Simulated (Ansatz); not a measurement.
Calculated with Ansatz (gas phase, PBE0-D4/def2-TZVP geometries, no zero-point term in ΔE). CCSD(T)/CBS is the MP2 limit (def2-TZVPP, def2-QZVPP) plus CCSD(T) − MP2 in def2-TZVPP, frozen cores. DFT in def2-TZVPP. HSE06 is defined as in plane-wave codes. Elements past krypton have def2 core potentials. For Br, Sn outer-core shells are correlated without core-valence functions, which leaves a few kJ/mol of doubt a bond. Scalar relativity is left out up to krypton. One conformer a species, not always the lowest.

`O[SiH](S)[SnH3]` + HBr → `O[SiH](S)Br` + `[SnH4]`  (cleavage of the Si–Sn bond)

Q: Is it downhill or uphill in electronic energy at CCSD(T)/CBS, and by how much? (Estimate.)

A: Ansatz gave: Downhill: ΔE = -83.1 kJ/mol.

Q: What do these levels give: PBE0-D4, PBE-QIDH, HSE06, HF/def2-TZVPP, HF/def2-QZVPP, MP2/def2-QZVPP? (An estimate is asked.)

A: Computed: PBE0-D4 -81.7, PBE-QIDH -89.1, HSE06 -83.1, HF/def2-TZVPP -102.8, HF/def2-QZVPP -102.4, MP2/def2-QZVPP -88.6 kJ/mol.

Largest T1 diagnostic among the species: 0.013.

In def2-TZVPP, CCSD(T) changes the Hartree–Fock value by +17.1 kJ/mol (the triples alone add +1.4 kJ/mol) and MP2 by +12.6 kJ/mol. Leaving LDA and LC-ωPBE aside and taking each functional with its dispersion term where it has one, the values, not all of them listed here, spread over 18.2 kJ/mol, from B97M-V to PBE-D4.
